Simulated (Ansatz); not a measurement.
Breaking the B1–H3 bond in aminoborane (SMILES BN) (multiplicity 1 held, fragments rigid). Energies count from the point at 1.193 Å.
Geometry at that point (charge 0, multiplicity 1):
```xyz
6

B     -0.776     0.045    -0.003
N      0.609    -0.035     0.002
H     -1.414    -0.963    -0.031
H     -1.294     1.119     0.020
H      1.210     0.773     0.025
H      1.113    -0.907    -0.016
```

Unrestricted levels (U-) break spin symmetry where that is lower. Active spaces are followed from a long bond inwards. Levels need not reach the same state.

Correlated levels freeze the cores.

Programs: Ansatz (Gaussian orbitals). Values without a source in brackets are computed.

Energies in kcal/mol.

| R (Å) | U-HF/cc-pVDZ | U-SCS-MP2/cc-pVDZ | U-CCSD/cc-pVDZ | SC-NEVPT2 on CASSCF(2,2)/cc-pVDZ | FIC-MRCISD on CASSCF(2,2)/cc-pVDZ | FIC-MRCISD+Q on CASSCF(2,2)/cc-pVDZ |
|---|---|---|---|---|---|---|
| 0.954 | 27.2 | 28.0 | 28.1 | 28.9 | 28.3 | ? |
| 1.074 | 5.8 | 6.3 | 6.4 | 6.8 | 6.5 | 6.4 |
| 1.193 | 0.0 | 0.0 | 0.0 | 0.0 | 0.0 | 0.0 |
| 1.312 | 2.9 | 2.4 | 2.3 | 1.9 | 2.2 | 2.2 |
| 1.431 | 10.6 | 9.7 | 9.3 | 8.4 | 9.0 | 9.2 |
| 1.610 | 26.4 | 24.8 | 24.0 | 22.3 | 23.3 | 23.6 |
| 1.789 | 43.8 | 41.4 | 39.8 | 37.4 | 38.7 | 39.2 |
| 2.088 | 68.6 | 75.6 | 64.4 | 60.3 | 61.9 | 62.7 |
| 2.386 | 79.9 | 94.1 | 83.8 | 77.8 | 79.7 | 80.6 |
| 2.744 | 85.3 | 102.5 | 98.4 | 91.4 | 93.5 | ? |
| 3.221 | 87.5 | 105.9 | 105.5 | 100.1 | 102.1 | 103.2 |
| 3.817 | 88.2 | 106.9 | 107.0 | 103.4 | 105.4 | 106.6 |

Problem. What belongs in the gaps?

Solution. 
- 2.744, FIC-MRCISD+Q on CASSCF(2,2)/cc-pVDZ: 94.5
- 0.954, FIC-MRCISD+Q on CASSCF(2,2)/cc-pVDZ: 28.2

Doubts at one or more of the structures used: a spin-contaminated determinant (U-HF/cc-pVDZ, U-SCS-MP2/cc-pVDZ, U-CCSD/cc-pVDZ); T1 above 0.05 (U-CCSD/cc-pVDZ).

Ansatz is a program for electronic structure.
